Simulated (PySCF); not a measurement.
Cd (cadmium, neutral) across methods

[Kr] 4d9 5s2 6s1, high-spin 3D determinant (an excited configuration). All numbers are calculated (PySCF 2.14, the spin-free X2C one-electron Hamiltonian (Gaussian nucleus), in x2c-TZVPPall with one added diffuse shell each of s, p, d, f type (9s7p7d3f1g, 95 functions)).

```tsv
method	E (hartree)	mean ε 5s α (eV)	mean ε 5s β (eV)	mean ε 6s α (eV)	Σ⟨r²⟩ (bohr²)	⟨S²⟩
BHandHLYP	-5593.40	-12.373	-12.079	-2.024	103.1	2.001
PBE0	-5593.07	-11.637	-11.311	-1.975	103.7	2.001
wB97M-V	-5593.01	-13.623	-13.256	-2.326	98.88	2.001
UHF	-5590.80809	-13.267	-12.773	-2.472	106.1	2.002
TPSSh	-5593.19	-11.098	-10.803	-1.770	104.5	2.001
BP86	-5594.07	-10.991	-10.736	-1.751	102.0	2.000
LDA	-5587.74	-11.112	-10.842	-1.658	100.6	2.000
r2SCAN	-5593.41	-10.889	-10.769	-1.685	102.8	2.002
PBE	-5593.00	-10.817	-10.522	-1.703	103.1	2.001
```

The outer electron is Rydberg-like, and this basis confines it to a smaller radius and binds it less than a complete one would.
